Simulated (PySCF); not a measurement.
Compound: trans-[Ag(NCS)2(OH)2]2-, C2H2AgN2O2S2 (charge -2 and doublet state).
SMILES: `[OH][Ag-2]([OH])([N]=C=S)[N]=C=S`

Computed with PBE0-D3(BJ)/def2-SVP geometry optimisation, gas phase, def2 core potentials past Kr in PySCF.

Masses are those of the commonest isotopes; rigid-rotor values at the optimised geometry. 

Task: Give the principal moments of inertia and the rotational constants in cm⁻¹.

Result: Ia = 145.93, Ib = 2086.48, Ic = 2232.21 u·Å²; 505379 MHz·u·Å²/I gives 3463, 242.2 and 226.4 MHz, that is A = 0.11552, B = 0.00808, C = 0.00755 cm⁻¹.

Task: Classify the top.

Result: A near-prolate asymmetric top; Ray's κ = -0.990.

Task: Is it planar, by Δ = Ic − Ia − Ib?

Result: Not planar: Δ = Ic − Ia − Ib = -0.20 u·Å². For a rigid frame Δ = −2 Σ m c², so Σ m c² = 0.10 u·Å² lies off the ab plane: 0.00 from hydrogen and 0.10 from heavier atoms. The atom farthest from that plane is 0.07 Å away.

Task: List the rotational levels J(Ka,Kc) to J = 2 (MHz).

Result: Above 0(0,0):
J = 1: 1(0,1) 469, 1(1,1) 3689, 1(1,0) 3705
J = 2: 2(0,2) 1406, 2(1,2) 4611, 2(1,1) 4658, 2(2,1) 14321, 2(2,0) 14321
Those of J = 1 are B + C, A + C and A + B.

Task: Which types of transition are allowed, and where do some lines up to J = 3 fall?

Result: The dipole components (about the centre of mass, as the species is charged) are |μa| = 2.68 D, |μb| = 0.03 D, |μc| = 0.07 D. The squared components, which scale the intensities, stand as 1.00 : 0.00 : 0.00 (a : b : c). Some lines, for components of 0.1 D or more:

```
type  branch         J(Ka,Kc)   MHz  lower level (cm⁻¹)
   a       R  1(0,1) ← 0(0,0)   469               0.000
   a       R  2(1,2) ← 1(1,1)   921               0.123
   a       R  2(0,2) ← 1(0,1)   937               0.016
   a       R  2(1,1) ← 1(1,0)   953               0.124
   a       R  3(1,3) ← 2(1,2)  1382               0.154
   a       R  3(0,3) ← 2(0,2)  1406               0.047
   a       R  3(2,2) ← 2(2,1)  1406               0.478
   a       R  3(2,1) ← 2(2,0)  1406               0.478
   a       R  3(1,2) ← 2(1,1)  1430               0.155
```

For this open shell read J as N, the rotation without spin; fine and hyperfine splittings come on top. Not checked by PBE0-D3(BJ)/def2-SVP frequencies. ⟨S²⟩ = 0.753 (exact for a doublet: 0.75). Whether so highly charged an anion holds all its electrons in the gas phase wasn't checked; a finite basis holds them in any case. No counter-ion or solvent screens the charge of this multiply charged ion. Constants of a rigid frame at the computed geometry: no zero-point averaging, no centrifugal distortion. Quadrupole hyperfine structure (14N) is left out.

Neither the SCF state along the optimisation nor the shape of the open-shell metal species was proved the lowest: other solutions of the same spin, or a structure of lower symmetry, can lie below.
